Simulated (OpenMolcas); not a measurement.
# Ta4+: input and output

Ta4+ with its 6 nearest fluoride ions at 1.972 Å, on the Ga site of K2NaGaF6 (a = 8.246 Å, distance in the model lattice 1.938 Å). The rest of the host is ab initio model potentials to 7.6 Å, with orthogonalisation functions on the cations behind the ligands, and point charges beyond; the distance is set by hand and nothing relaxes, and no local charge compensation is placed. Ligand basis ANO-RCC-VDZP.

Input, with the lattice sites abridged:

```
&GATEWAY
Basis set
Ta.ANO-RCC-VTZP.
Ta1 0.0 0.0 0.0 Angstrom
End of basis
Basis set
F.ANO-RCC-VDZP.
L1 1.972000 0.000000 0.000000 Angstrom
L2 0.000000 1.972000 0.000000 Angstrom
L3 0.000000 0.000000 1.972000 Angstrom
End of basis
Basis set
Na.EMB-AIMP.Barandiaran.6s3p.1s1p.ECP.K2NaGaF6.
PseudoCharge
* 3 symmetry-unique lattice sites within 7.6 angstrom
End of basis
Basis set
K.EMB-AIMP.Barandiaran.0s.0s.ECP.K2NaGaF6.
PseudoCharge
* 16 symmetry-unique lattice sites within 7.6 angstrom
End of basis
Basis set
Na.EMB-AIMP.Barandiaran.0s.0s.ECP.K2NaGaF6.
PseudoCharge
* 4 symmetry-unique lattice sites within 7.6 angstrom
End of basis
Basis set
F.EMB-AIMP.Barandiaran.0s.0s.ECP.K2NaGaF6.
PseudoCharge
* 39 symmetry-unique lattice sites within 7.6 angstrom
End of basis
Basis set
Ga.EMB-AIMP.Barandiaran.0s.0s.ECP.K2NaGaF6.
PseudoCharge
* 6 symmetry-unique lattice sites within 7.6 angstrom
End of basis
Symmetry
XYZ
AngMom=0.0 0.0 0.0
AMFI
RICD
XField
1521 Angstrom 0
* Evjen-weighted lattice charges
&SEWARD
* reference wave functions (RASSCF and RASSI steps not shown): 1 electron in 5 orbitals (5d)
>>> COPY JOB001 $Project.JobIph
&CASPT2
Multistate=5 1 2 3 4 5
NoMult
Frozen=17 15
IPEA=0.25
Imaginary=0.1
MaxIter=60
WThr=0.0 0.3 0.05
PrWF=0.5
NoMix
```

Launched by
```bash
OMP_NUM_THREADS=1 MOLCAS_MEM=2457 MOLCAS_PROJECT=a pymolcas a.inp > a.log  # once for each step of the input, in one work folder
```

Output, cut to the results:

```
--- CASPT2 ---
Orbital specifications:
      -----------------------

      Symmetry species                           1   2
                                                ag  au
      Frozen orbitals                           17  15
      Inactive orbitals                         13  19
      Active orbitals                            5   0
      Secondary orbitals                        70  73
      Deleted orbitals                           0   0
      Number of basis functions                105 107
Type of calculation                        SS-CASPT2
      Fock operator                              state-specific
      IPEA shift                                 0.25
      Real shift                                 0.00
      Imaginary shift                            0.10
      The input orbitals will be transformed to quasi-canonical
Reference energy:      -16188.4884833781
      E2 (Non-variational):      -2.0303055215
      Shift correction:          -0.0009707931
      E2 (Variational):          -2.0312763147
      Total energy:          -16190.5197596927
      Residual norm:              0.0000001515
      Reference weight:           0.73121
      Contributions to the CASPT2 correlation energy
      Active & Virtual Only:         -0.0000000023
      One Inactive Excited:          -0.0569506229
      Two Inactive Excited:          -1.9733548964
Reference energy:      -16188.4884833779
      E2 (Non-variational):      -2.0303087263
      Shift correction:          -0.0009708315
      E2 (Variational):          -2.0312795577
      Total energy:          -16190.5197629356
      Residual norm:              0.0000001516
      Reference weight:           0.73120
      Contributions to the CASPT2 correlation energy
      Active & Virtual Only:         -0.0000000023
      One Inactive Excited:          -0.0569516531
      Two Inactive Excited:          -1.9733570709
::    CASPT2 Root  1     Total energy: -16190.51975969
::    CASPT2 Root  2     Total energy: -16190.51976294
::    CASPT2 Root  3     Total energy: -16190.51976493
::    CASPT2 Root  4     Total energy: -16190.34044985
::    CASPT2 Root  5     Total energy: -16190.34043808
```

Spin-orbit levels above the lowest (labels of O, the rotations of Oh), with the averaged single-state CASPT2 energies on the diagonal:

```
E (cm-1)  Degeneracy  Label  2S+1               g
       0           4     Γ8     2                
    3710           2     Γ7     2  1.87 1.87 1.87
   40980           4     Γ8     2
```

Over all roots computed the reference weight is 0.73; a low but even weight reflects the number of correlated electrons. An orbital triplet at a regular site is open to Jahn-Teller coupling, which can distort the site and quench the lowest spin-orbit gaps and is left out. The least metal-like active orbital is 77 % on the metal (Löwdin) and no ligand orbital is active, so the numbers are rough. Ligand-to-metal charge-transfer states are missing. With one d shell and no ligand orbital active, 10Dq can be off by a tenth or more. No measured value stands beside these numbers; the geometry was set by hand and not optimised.

The CASPT2 steps took 41 s on 1 thread of Arm Neoverse V2 (shared host); the integral step is not counted.
